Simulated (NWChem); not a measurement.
System: C2H5S, doublet; SMILES CC[S]

All runs: NWChem. Pople sets run with spherical d functions. Spin-unrestricted. In the optimisation the excess spin sits in a" (Cs, its own frame). No stability test was run on the SCF state. Level UHF/6-31G*: optimisations from one semi-empirical or force-field start; each run changes one setting, and all end within 0.3 mHa of each other.

```json
[
 {"setting": "redundant internal coordinates, default thresholds", "optimisation steps": "4"},
 {"setting": "Cartesian coordinates", "optimisation steps": "7"},
 {"setting": "loose thresholds", "optimisation steps": "2"},
 {"setting": "trust radius 0.05", "optimisation steps": "4"},
 {"setting": "tight thresholds", "optimisation steps": "8"}
]
```
